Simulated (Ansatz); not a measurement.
Born–Oppenheimer molecular dynamics of BClF3H4N (10 atoms, charge 0, multiplicity 1). It starts from a rough guess of a transition structure, not a stationary point.

Method: UKS PBE0/STO-3G in Ansatz 0.2.0.

```
ensemble                      : NVE (velocity Verlet)
time step                     : 0.5 fs
steps asked                   : 136
starting velocities drawn for : 300 K
seed                          : 851271
```

Frames 1 fs apart, positions in Å, forces in eV/Å.

Velocities at 20.0 fs (Å/ps):

```
B 2.07 -12.93 1.77
Cl -4.59 -0.76 -0.41
F -2.18 9.77 0.27
F 1.51 6.24 -3.74
H -4.35 -18.62 -2.88
F 6.85 -1.34 3.57
H 38.54 -48.64 31.85
N 1.85 -5.53 -1.19
H -13.79 6.92 -44.44
H -23.41 25.93 25.64
```

```xyz
10
Properties=species:S:1:pos:R:3:forces:R:3 time_fs=20.0 energy_less_start_eV=-0.561 T=836
B 0.133 -1.622 0.286 1.03 0.05 -0.79
Cl 1.748 -0.360 0.492 0.32 0.58 0.16
F 0.435 -2.509 -0.634 0.76 -1.33 -1.11
F -0.233 -2.027 1.464 -0.61 -0.45 2.25
H -0.710 0.284 -0.376 1.16 3.18 0.44
F -0.846 -0.763 -0.306 -2.26 -1.97 -0.53
H 0.801 1.120 0.129 -2.53 0.73 -1.18
N -0.280 1.462 -0.292 1.61 -2.71 0.49
H -0.372 1.800 -1.264 0.52 0.94 -0.16
H -0.931 1.940 0.343 0.01 0.98 0.44
10
Properties=species:S:1:pos:R:3:forces:R:3 time_fs=21.0 energy_less_start_eV=-0.330 T=616
B 0.135 -1.635 0.287 0.62 0.90 -0.88
Cl 1.743 -0.360 0.492 0.58 0.60 0.25
F 0.433 -2.499 -0.634 1.03 -1.97 -1.61
F -0.231 -2.021 1.461 -0.69 -0.71 2.76
H -0.709 0.282 -0.377 1.14 3.50 0.44
F -0.839 -0.765 -0.303 -2.26 -2.28 -0.48
H 0.827 1.075 0.155 -2.73 0.97 -1.43
N -0.278 1.456 -0.293 0.29 -1.18 0.19
H -0.383 1.811 -1.306 0.71 0.28 1.75
H -0.953 1.969 0.369 1.32 -0.11 -0.99
10
Properties=species:S:1:pos:R:3:forces:R:3 time_fs=22.0 energy_less_start_eV=-0.208 T=500
B 0.138 -1.647 0.288 0.04 1.80 -0.91
Cl 1.739 -0.361 0.491 0.77 0.67 0.30
F 0.431 -2.491 -0.634 1.31 -2.64 -2.13
F -0.230 -2.015 1.459 -0.73 -0.95 3.19
H -0.697 0.312 -0.373 0.77 2.43 0.44
F -0.834 -0.768 -0.300 -2.04 -1.67 -0.43
H 0.827 1.040 0.167 -2.45 1.07 -1.45
N -0.276 1.449 -0.294 -0.57 0.32 0.00
H -0.387 1.824 -1.333 0.85 -0.18 2.75
H -0.962 1.997 0.386 2.04 -0.86 -1.76
10
Properties=species:S:1:pos:R:3:forces:R:3 time_fs=23.0 energy_less_start_eV=-0.253 T=541
B 0.141 -1.657 0.288 -0.58 2.64 -0.87
Cl 1.734 -0.361 0.491 0.88 0.79 0.32
F 0.430 -2.484 -0.636 1.59 -3.26 -2.59
F -0.230 -2.010 1.459 -0.71 -1.15 3.48
H -0.678 0.365 -0.366 0.04 0.45 0.34
F -0.830 -0.771 -0.297 -1.71 -0.75 -0.37
H 0.804 1.014 0.165 -1.84 1.05 -1.30
N -0.273 1.442 -0.295 -0.76 1.85 -0.03
H -0.383 1.836 -1.334 0.92 -0.42 2.87
H -0.952 2.018 0.386 2.17 -1.21 -1.87
10
Properties=species:S:1:pos:R:3:forces:R:3 time_fs=24.0 energy_less_start_eV=-0.357 T=640
B 0.144 -1.665 0.287 -1.08 3.28 -0.72
Cl 1.731 -0.361 0.491 0.89 0.92 0.31
F 0.430 -2.479 -0.640 1.80 -3.76 -2.94
F -0.229 -2.005 1.461 -0.66 -1.30 3.58
H -0.658 0.422 -0.355 -0.98 -1.95 0.13
F -0.827 -0.776 -0.294 -1.44 0.01 -0.29
H 0.763 0.999 0.152 -0.96 0.96 -0.99
N -0.272 1.436 -0.296 -0.29 3.33 0.14
H -0.371 1.844 -1.307 0.94 -0.39 2.13
H -0.922 2.027 0.369 1.78 -1.10 -1.36
10
Properties=species:S:1:pos:R:3:forces:R:3 time_fs=25.0 energy_less_start_eV=-0.400 T=681
B 0.145 -1.671 0.285 -1.28 3.59 -0.46
Cl 1.727 -0.361 0.491 0.83 0.96 0.27
F 0.431 -2.475 -0.644 1.89 -4.02 -3.09
F -0.229 -2.001 1.464 -0.59 -1.37 3.46
H -0.648 0.460 -0.343 -1.92 -3.92 -0.11
F -0.824 -0.780 -0.291 -1.35 0.54 -0.27
H 0.714 0.993 0.128 0.17 0.79 -0.55
N -0.270 1.433 -0.297 0.53 3.81 0.43
H -0.349 1.848 -1.261 0.89 -0.01 0.47
H -0.875 2.026 0.339 0.82 -0.37 -0.17
10
Properties=species:S:1:pos:R:3:forces:R:3 time_fs=26.0 energy_less_start_eV=-0.374 T=657
B 0.146 -1.672 0.283 -1.07 3.48 -0.09
Cl 1.723 -0.361 0.491 0.75 0.88 0.23
F 0.433 -2.474 -0.651 1.83 -3.99 -2.98
F -0.230 -1.998 1.469 -0.51 -1.35 3.11
H -0.656 0.462 -0.332 -2.10 -4.17 -0.26
F -0.823 -0.784 -0.289 -1.51 0.93 -0.35
H 0.666 0.994 0.100 1.40 0.53 0.00
N -0.269 1.432 -0.297 0.96 2.03 0.61
H -0.319 1.853 -1.211 0.81 0.70 -1.81
H -0.820 2.021 0.308 -0.56 0.97 1.55
10
Properties=species:S:1:pos:R:3:forces:R:3 time_fs=27.0 energy_less_start_eV=-0.388 T=674
B 0.145 -1.671 0.281 -0.50 2.97 0.31
Cl 1.720 -0.360 0.491 0.70 0.67 0.20
F 0.436 -2.474 -0.659 1.61 -3.68 -2.63
F -0.230 -1.995 1.476 -0.43 -1.26 2.57
H -0.684 0.425 -0.323 -1.39 -2.66 -0.29
F -0.821 -0.787 -0.287 -1.91 1.12 -0.54
H 0.631 1.000 0.071 2.42 0.18 0.53
N -0.266 1.433 -0.297 0.32 -0.75 0.35
H -0.281 1.864 -1.177 0.76 1.26 -3.41
H -0.771 2.026 0.292 -1.58 2.15 2.92
10
Properties=species:S:1:pos:R:3:forces:R:3 time_fs=28.0 energy_less_start_eV=-0.604 T=879
B 0.145 -1.668 0.279 0.25 2.16 0.67
Cl 1.717 -0.359 0.491 0.69 0.40 0.19
F 0.440 -2.477 -0.668 1.29 -3.14 -2.07
F -0.231 -1.993 1.484 -0.34 -1.11 1.93
H -0.725 0.363 -0.317 -0.33 -0.54 -0.25
F -0.821 -0.790 -0.285 -2.46 0.88 -0.77
H 0.619 1.008 0.048 2.81 -0.09 0.84
N -0.263 1.433 -0.297 -1.26 -1.50 -0.35
H -0.236 1.886 -1.175 0.65 0.98 -2.85
H -0.736 2.051 0.303 -1.29 1.96 2.67
10
Properties=species:S:1:pos:R:3:forces:R:3 time_fs=29.0 energy_less_start_eV=-0.819 T=1081
B 0.144 -1.662 0.278 0.96 1.20 0.92
Cl 1.714 -0.358 0.491 0.74 0.14 0.20
F 0.444 -2.481 -0.678 0.94 -2.47 -1.38
F -0.232 -1.992 1.493 -0.23 -0.93 1.24
H -0.768 0.296 -0.314 0.56 1.59 -0.20
F -0.823 -0.793 -0.283 -2.97 0.00 -0.98
H 0.634 1.016 0.032 2.22 -0.02 0.81
N -0.262 1.432 -0.297 -2.39 -0.06 -0.89
H -0.185 1.918 -1.200 0.30 0.03 -0.74
H -0.712 2.094 0.338 -0.13 0.52 1.02
10
Properties=species:S:1:pos:R:3:forces:R:3 time_fs=30.0 energy_less_start_eV=-0.734 T=1003
B 0.144 -1.655 0.278 1.44 0.26 1.00
Cl 1.712 -0.357 0.491 0.84 -0.06 0.23
F 0.449 -2.486 -0.689 0.61 -1.75 -0.64
F -0.233 -1.991 1.503 -0.10 -0.75 0.59
H -0.807 0.244 -0.312 1.10 3.41 -0.16
F -0.825 -0.795 -0.282 -3.28 -1.20 -1.11
H 0.669 1.023 0.024 0.91 0.30 0.51
N -0.262 1.431 -0.298 -2.13 1.57 -0.94
H -0.131 1.950 -1.231 -0.21 -0.84 1.21
H -0.690 2.142 0.383 0.83 -0.94 -0.69
10
Properties=species:S:1:pos:R:3:forces:R:3 time_fs=31.0 energy_less_start_eV=-0.513 T=795
B 0.146 -1.648 0.278 1.61 -0.55 0.92
Cl 1.709 -0.356 0.492 0.97 -0.17 0.26
F 0.454 -2.492 -0.700 0.34 -1.08 0.07
F -0.234 -1.990 1.513 0.05 -0.59 0.01
H -0.835 0.224 -0.312 1.36 4.14 -0.13
F -0.830 -0.798 -0.281 -3.33 -1.72 -1.15
H 0.713 1.033 0.021 -0.51 0.54 0.19
N -0.263 1.431 -0.299 -0.94 2.54 -0.66
H -0.080 1.974 -1.252 -0.73 -1.30 2.26
H -0.661 2.180 0.421 1.18 -1.81 -1.77
```

Of the whole run (68 fs, mean temperature of the second half 773 K): The conserved energy stayed within 1.4 meV per atom of its start (net change -0.68 meV per atom), so the integration is sound. The system heated up, since it started high on the potential surface and ran downhill. A run of 0.068 ps of so small a system gives no equilibrium averages. The orbitals stay closed-shell, which can raise the energy where a bond breaks towards radicals; this wasn't checked here. Limits of this set-up: minimal basis.

The run took 12 min on 1 thread of Intel(R) Xeon(R) Processor @ 2.50GHz (Skylake/Cascade Lake) (shared host), peak memory 0.16 GiB.
